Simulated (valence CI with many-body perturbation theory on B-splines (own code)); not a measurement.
## Missing levels of Ta LX

Computed by valence CI with perturbative core correlation (CI+MBPT): four valence electrons over a frozen Dirac-Fock core [Ne], radial functions for each j: 11 s, 11 p, 9 d, 7 f, 5 g, 2 h, 1 i, with the one-electron correlation potential Σ1 (screened to all orders), the two-electron term Σ2, the three-electron term Σ3, Breit, model QED; selected single and double excitations, second order for the rest (own B-spline code, finite nucleus).

The last digits are not significant, and no measured levels were compared; by estimate large intervals hold to a few tenths of a per cent, small ones and those within an open d or f shell to about a per cent.

```csv
Level,E (eV)
(3s^2 3p1/2^2) J=0,0.00
(3s^2 3p1/2 3p3/2) J=1,325.39
(3s^2 3p1/2 3p3/2) J=2,334.58
(3s 3p1/2^2 3p3/2) J=2,490.34
(3s 3p1/2^2 3p3/2) J=1,517.68
(3s^2 3p1/2 3d3/2) J=2,541.84
(3s^2 3p1/2 3d3/2) J=1,?
(3s^2 3p1/2 3d5/2) J=2,?
(3s^2 3p1/2 3d5/2) J=3,?
(3s^2 3p3/2^2) J=2,?
(3s^2 3p3/2^2) J=0,686.99
(3s 3p1/2^2 3d3/2) J=1,710.88
(3s 3p1/2^2 3d3/2) J=2,718.08
(3s 3p1/2^2 3d5/2) J=3,801.29
(3s 3p1/2 3p3/2^2) J=2 [a],807.62
(3s 3p1/2^2 3d5/2) J=2,?
(3s 3p1/2 3p3/2^2) J=3,825.63
(3s 3p1/2 3p3/2^2) J=0,?
(3s 3p1/2 3p3/2^2) J=1 [a],851.58
(3s 3p1/2 3p3/2^2) J=2 [b],851.66
```

Levels are named by their leading jj configuration (3d3/2^4 stands for four electrons in 3d with j = 3/2), which in mixed levels can hold well under half, so a name can repeat and another be missing. Letters in brackets count levels of one name in rising energy.

Q: The levels stand in rising order. What does the calculation give for the missing energies?

A: (3s^2 3p1/2 3d3/2) J=1 584.64; (3s^2 3p1/2 3d5/2) J=2 637.12; (3s^2 3p1/2 3d5/2) J=3 638.18; (3s^2 3p3/2^2) J=2 666.92; (3s 3p1/2^2 3d5/2) J=2 815.00; (3s 3p1/2 3p3/2^2) J=0 837.11.
